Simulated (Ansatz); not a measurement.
Input for Ansatz (a first-principles code): R-PBE0/def2-TZVPP on SnO, 2S+1 = 1, a spin state set in the input, which need not be the lowest. Elements past Kr take the def2 small-core potentials; no spin–orbit coupling.

Ansatz 0.2 input:
```yaml
crystal:
  periodic: [false, false, false]
  atoms:
    - {symbol: O, position_ang: [0.00000000, 0.00000000, 0.00000000]}
    - {symbol: Sn, position_ang: [0.00000000, 0.00000000, 1.94700000]}
basis:
  gaussian:
    orbitals: def2-TZVPP
hamiltonian:
  xc: {name: PBE0}
relax: {f_tol: 0.002, max_steps: 120}
```

Output:

```
WARN ansatz: RAYON_NUM_THREADS=2 ignored (pool sized by the plan → 2); use --threads N
Functional definition: PBE0
integrals: 0.02 GiB planned
612 factors; their error is unknown
mean field: 0.21 GiB planned
mean field evaluation 1: about -7863.4228 eV, gradient 7.8e1 eV
mean field evaluation 2: about -7681.0679 eV, gradient 1.9e2 eV
mean field evaluation 4: about -7875.6773 eV, gradient 2.3e1 eV
mean field evaluation 8: about -7876.6173 eV, gradient 1.1e-1 eV
mean field evaluation 16: about -7876.7069 eV, gradient 2.1e-3 eV
mean field -7876.70686831 eV, -289.4636383866 hartree, gradient 4.2e-5 eV, S^2 0.000000; 0 other end points of the search recorded, 0 dependent functions left out
the calculation of the forces begins
reference -7876.70689384 eV, -289.4636393251 hartree; 15, 15 occupied and 66, 66 virtual orbitals, 612 factors
relax step   1: F+E_penalty+E_count = -7876.70686831 eV  Δ(F+E_penalty+E_count) = +0.000e0 eV  max|allowed force component| = 3.699e0 eV/Å  Δτ_max = 0.0000 Å  (31 SCF iters, accepted)
these checks for a lower state are left out or cut short: starts, cluster_reference, orbital_swaps, neighbouring_geometries, increment
integrals: 0.02 GiB planned
612 factors; their error is unknown
mean field: 0.21 GiB planned
mean field -7876.96696684 eV, -289.4731968315 hartree, gradient 1.6e-5 eV, S^2 0.000000; 0 other end points of the search recorded, 0 dependent functions left out
the calculation of the forces begins
reference -7876.96699243 eV, -289.4731977717 hartree; 15, 15 occupied and 66, 66 virtual orbitals, 612 factors
relax step   2: F+E_penalty+E_count = -7876.96696684 eV  Δ(F+E_penalty+E_count) = -2.601e-1 eV  max|allowed force component| = 7.331e-1 eV/Å  Δτ_max = 0.0735 Å  (38 SCF iters, accepted)
these checks for a lower state are left out or cut short: starts, cluster_reference, orbital_swaps, neighbouring_geometries, increment
integrals: 0.02 GiB planned
612 factors; their error is unknown
mean field: 0.21 GiB planned
mean field evaluation 32: about -7876.9733 eV, gradient 1.9e-1 eV
mean field -7876.97332257 eV, -289.4734304003 hartree, gradient 2.1e-5 eV, S^2 0.000000; 0 other end points of the search recorded, 0 dependent functions left out
the calculation of the forces begins
reference -7876.97334816 eV, -289.4734313404 hartree; 15, 15 occupied and 66, 66 virtual orbitals, 612 factors
relax step   3: F+E_penalty+E_count = -7876.97332257 eV  Δ(F+E_penalty+E_count) = -6.356e-3 eV  max|allowed force component| = 5.570e-2 eV/Å  Δτ_max = 0.0096 Å  (31 SCF iters, accepted)
these checks for a lower state are left out or cut short: starts, cluster_reference, orbital_swaps, neighbouring_geometries, increment
integrals: 0.02 GiB planned
612 factors; their error is unknown
mean field: 0.21 GiB planned
mean field -7876.97336200 eV, -289.4734318493 hartree, gradient 2.5e-5 eV, S^2 0.000000; 0 other end points of the search recorded, 0 dependent functions left out
the calculation of the forces begins
reference -7876.97338759 eV, -289.4734327894 hartree; 15, 15 occupied and 66, 66 virtual orbitals, 612 factors
relax step   4: F+E_penalty+E_count = -7876.97336200 eV  Δ(F+E_penalty+E_count) = -3.943e-5 eV  max|allowed force component| = 6.779e-4 eV/Å  Δτ_max = 0.0007 Å  (32 SCF iters, accepted)
integrals: 0.02 GiB planned
612 factors; their error is unknown
mean field: 0.21 GiB planned
mean field evaluation 64: about -7876.9734 eV, gradient 8.2e-3 eV
mean field -7876.97336200 eV, -289.4734318493 hartree, gradient 2.5e-5 eV, S^2 0.000000; 1 other end points of the search recorded, 0 dependent functions left out
the calculation of the forces begins
reference -7876.97338759 eV, -289.4734327894 hartree; 15, 15 occupied and 66, 66 virtual orbitals, 612 factors
Total energy: -7876.97338759 eV, -289.4734327894 hartree
Atom 0 at    -0.000000     0.000000     0.064591 Å, force     0.000000    -0.000000     0.000678 eV/Å
Atom 1 at     0.000000    -0.000000     1.882409 Å, force    -0.000000     0.000000    -0.000678 eV/Å
Dipole moment:     0.000000     0.000000     0.882878 e Å
```

Self-consistency was reached.

Cost: around 7 core-seconds (rough).
